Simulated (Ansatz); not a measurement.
A run for Ansatz (a first-principles code): R-SVWN5/def2-TZVPP on CH4OSi (SMILES CO[SiH]), a point of a torsion scan.

Ansatz 0.2 input:
```yaml
crystal:
  periodic: [false, false, false]
  atoms:
    - {symbol: C, position_ang: [-0.78185746, -0.19696318, 0.06709463]}
    - {symbol: O, position_ang: [-0.16242876, 0.91718406, -0.50690580]}
    - {symbol: Si, position_ang: [-0.05365034, 1.49717147, -2.01898828]}
    - {symbol: H, position_ang: [-0.39198391, -1.12420433, -0.36194430]}
    - {symbol: H, position_ang: [-1.86378099, -0.16418081, -0.08848672]}
    - {symbol: H, position_ang: [-0.57575708, -0.18624645, 1.13872110]}
    - {symbol: H, position_ang: [-0.83738951, 0.49266205, -2.80676525]}
basis:
  gaussian:
    orbitals: def2-TZVPP
hamiltonian:
  xc: {name: SVWN5}
scf: {lower_state_search: off}
```

Problem. Predict the final total energy.

Solution. -403.1793 hartree.
